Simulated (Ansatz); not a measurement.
`[CH3][AlH][SiH2][SbH2]` + `NC=O` → `O=C[NH][SbH2]` + `[CH3][AlH][SiH3]`  (cleavage of the Sb–Si bond)

Isolated molecules relaxed with PBE0-D4/def2-TZVP in Ansatz; ΔE leaves out vibrations. CBS: MP2 limit from def2 TZ/QZ plus the TZ coupled-cluster correction, frozen cores. This one scheme is used for every species. DFT in def2-TZVPP. def2 core potentials past Kr. For Sb outer-core shells are correlated without core-valence functions, which leaves a few kJ/mol of doubt a bond. One conformer a species, not always the lowest.

`[CH3][AlH][SiH2][SbH2]`:

Z-matrix (Å, degrees):
```
C
Al 1 1.955
H 1 1.093 2 111.7
H 1 1.092 2 111.9 3 121.6
H 1 1.095 2 109.9 3 -119.1
Si 2 2.413 1 119.9 3 -143.2
Sb 2 3.159 1 109.1 3 -84.2
H 2 1.590 1 124.9 3 41.3
H 6 1.487 2 124.4 1 -6.5
H 6 1.487 2 123.9 1 -166.8
H 7 1.709 2 85.0 1 -18.7
H 7 1.763 2 39.7 1 75.7
```

`NC=O`:

```xyz
6

N    -0.324   -0.411   -0.453
C     0.313    0.390    0.429
O     1.497    0.620    0.423
H     0.205   -0.863   -1.179
H    -1.314   -0.563   -0.396
H    -0.377    0.827    1.176
```

`O=C[NH][SbH2]`:

Cartesian coordinates in Å:
```
O -0.184 -1.876 0.485
C 0.239 -0.871 1.029
N 0.416 0.278 0.365
Sb -0.041 0.129 -1.649
H 0.500 -0.849 2.102
H 0.719 1.101 0.860
H -1.733 0.248 -1.416
H 0.083 1.841 -1.776
```

`[CH3][AlH][SiH3]`:

Cartesian coordinates in Å:
```
C -1.758 0.178 -0.718
Al 0.132 -0.303 -0.819
Si 1.606 -0.010 1.130
H -2.386 -0.683 -0.971
H -2.067 0.545 0.263
H -1.991 0.953 -1.457
H 0.708 -0.882 -2.186
H 1.102 -0.788 2.302
H 1.637 1.420 1.560
H 3.016 -0.430 0.896
```

| level | ΔE (kcal/mol) |
| --- | --- |
| PBE-D4 | 18.0 |
| B2PLYP | 12.6 |

**Question.** What does CCSD(T)/CBS give? (An estimate is asked.)

**Answer.** Computed: +15.0 kcal/mol. The listed levels differ from it by 3.0, -2.4 kcal/mol.

Largest T1 diagnostic among the species: 0.017.

At CCSD(T), def2-SVP lies −1.3 kcal/mol from the extrapolated value and def2-TZVPP −1.2 kcal/mol. From r2SCAN to r2SCAN0 (25 % exact exchange), in def2-TZVPP and without D4, ΔE moves by +0.9 kcal/mol. In def2-TZVPP, CCSD(T) changes the Hartree–Fock value by +5.9 kcal/mol (the triples alone add +0.9 kcal/mol) and MP2 by +7.4 kcal/mol.
